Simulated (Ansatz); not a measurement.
Basis-set series for `Fc1c(F)c(F)c(Cl)c(F)c1F`. Charge 0, multiplicity 1. The geometry is a stationary point of PBE0-D4/def2-TZVP.

| functional | basis | functions | energy (Eh) | HOMO (eV) | LUMO (eV) |
| --- | --- | --- | --- | --- | --- |
| PBE0-D4 | def2-TZVPP | 383 | -1187.44791 | -7.75 | -1.15 |
| PBE0-D4 | def2-QZVPP | 697 | -1187.49757 | -7.79 | -1.20 |
| ωB97M-V | def2-TZVPP | 383 | -1188.12399 | -9.81 | 0.91 |
| ωB97M-V | def2-QZVPP | 697 | -1188.17042 | -9.85 | 0.85 |

(1) Give the rows for def2-SVP. (An estimate is asked.)

## Answers

(1) The calculation gave: 
```
functional     basis  functions  energy (Eh)  HOMO (eV)  LUMO (eV)
   PBE0-D4  def2-SVP        172  -1186.43234      -7.72      -1.10
   ωB97M-V  def2-SVP        172  -1187.09321      -9.74       1.01
```

Positive LUMOs are unbound and depend on the basis.

Computed with Ansatz.
